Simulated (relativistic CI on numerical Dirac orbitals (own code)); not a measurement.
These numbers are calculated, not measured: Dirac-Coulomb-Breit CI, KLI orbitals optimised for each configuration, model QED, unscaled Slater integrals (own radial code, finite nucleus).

The strongest absorption lines from the ground level of an ion, among the configurations computed and to levels below about 1840 eV (vacuum wavelength in nm, gf): 0.84558 (0.42), 0.90947 (1), 1.0276 (6.6), 1.0583 (0.76), 1.0749 (0.4), 1.2864 (0.041), 1.3165 (0.33), 1.3310 (0.1).

Problem. Which ion is it?
A. La²⁹⁺
B. Dy³⁸⁺
C. Nd³⁰⁺
D. Nd³²⁺

Solution. D. Nd³²⁺ has 28 electrons and the ground level 3s²3p⁶3d¹⁰ ¹S0; the strongest line goes to 3s²3p⁶3d⁹4f ¹P°1. The pattern of lines fixes the number of electrons, and along that sequence the line energies rise steadily with the charge (about as its square where n changes within one kind of shell, about linearly where n is kept but much faster in heavy ions where fine structure, which grows about as Z⁴, sets the gap, and irregularly where shells cross), which fixes Z. Configurations outside the model, such as inner-shell arrays, can give stronger lines. At this charge energies of transitions that change n are usually good to better than 1 %, and those within a shell (Δn = 0) to a few per cent.

LS names give the leading component of a level, which can be under half, so a name can repeat, a term be missing and a line seem to break the LS rules.
